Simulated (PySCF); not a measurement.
2-fluorobut-1-ene (C4H7F), SMILES C(=C)(F)CC. Heavy atoms are numbered as in [CH2:1]=[C:2]([F:3])[CH2:4][CH3:5]. Hydrogens are named by the atom that carries them.

The structure is a stationary point at TPSSh-D3(BJ)/def2-SVP. The values are those of a single conformer.

All values below come from PBE/def2-TZVP (PySCF).

Atomic charges (e), one atom of each kind:

```csv
atom,IAO,Mulliken,Löwdin
C1 (CH2),…,-0.33,-0.22
C2,…,0.22,-0.34
F3,-0.27,-0.17,0.19
C4 (CH2),-0.28,-0.18,-0.26
C5 (CH3),…,-0.36,-0.31
H on C1,0.17,0.13,0.13
H on C4,…,0.10,0.15
H on C5,0.15,0.13,0.13
```

Problem. What belongs in the gaps? (Estimate from the structure and the level; the computed values follow.)

Solution. 
- C1 (CH2), IAO: -0.40
- C2, IAO: 0.30
- C5 (CH3), IAO: -0.43
- H on C4, IAO: 0.15

Problem. Give the Mayer and Wiberg (Löwdin basis) orders of the bonds. (The exact figures need the calculation; the answer reports its results.)

Solution. 
| bond | Mayer | Wiberg |
|---|---|---|
| C1–C2 | 1.88 | 2.09 |
| C2–F3 | 1.06 | 1.69 |
| C2–C4 | 1.03 | 1.21 |
| C4–C5 | 1.00 | 1.27 |
